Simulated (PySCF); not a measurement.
# Correlation energy of Si (silicon, neutral)

[Ne] 3s2 3p2, high-spin 3P determinant. Calculation: PySCF 2.14, in aug-cc-pwCVDZ (6s5p3d, 36 functions); the non-relativistic Hamiltonian (point nucleus). Frozen: 1s2; 12 electrons correlated.

MP2 pair energies summed by pair of shells (mhartree):

```csv
pair,energy,share (%)
2p-2p,-90.21,48.4
3s-3p,-28.08,15.1
2s-2p,-22.96,12.3
3s-3s,-14.43,7.7
2p-3s,-13.14,7.1
2p-3p,-5.83,3.1
3p-3p,-5.13,2.8
2s-2s,-4.56,2.4
2s-3s,-1.12,0.6
2s-3p,-0.84,0.4
```

Total MP2 correlation energy: -186.31 mhartree.

Same-spin part -50.23 and opposite-spin part -136.08 mhartree; SCS-MP2 scales them by 1/3 and 6/5 to -180.03 mhartree.
